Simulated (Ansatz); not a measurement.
Reaction (redistribution): `[CH3][In]([F])[GeH3]` + `C[S][GeH3]` → `[F][InH][GeH3]` + `C[S][GeH2][CH3]`

Isolated molecules relaxed with PBE0-D4/def2-TZVP in Ansatz; ΔE leaves out vibrations. CCSD(T)/CBS adds triple-zeta CCSD(T) − MP2 to the extrapolated MP2 energy (def2 sets, frozen cores). Functionals use def2-TZVPP. Elements past krypton have def2 core potentials. For Ge, In outer-core shells are correlated without core-valence functions, which leaves a few kJ/mol of doubt a bond. Scalar relativity is left out up to krypton. Each species was taken in one conformer, which may not be the lowest.

| level | ΔE (kJ/mol) |
| --- | --- |
| LDA (SPW92) | -3.4 |
| PBE-D4 | -2.1 |
| ωB97X-V | -5.3 |
| CCSD(T)/def2-TZVPP | -2.7 |

(1) What does CCSD(T)/CBS give? (Best estimate.)

Largest T1 diagnostic among the species: 0.015.

## Answers

(1) Computed: -1.4 kJ/mol. The listed levels differ from it by -2.0, -0.7, -3.9, -1.3 kJ/mol.

In def2-TZVPP, CCSD(T) changes the Hartree–Fock value by +4.7 kJ/mol (the triples alone add +0.8 kJ/mol) and MP2 by +6.9 kJ/mol. Leaving LDA and LC-ωPBE aside and taking each functional with its dispersion term where it has one, the values, not all of them listed here, spread over 8.4 kJ/mol, from B97M-V to B2PLYP. LDA lies −3.6 kJ/mol from PBE without D4.
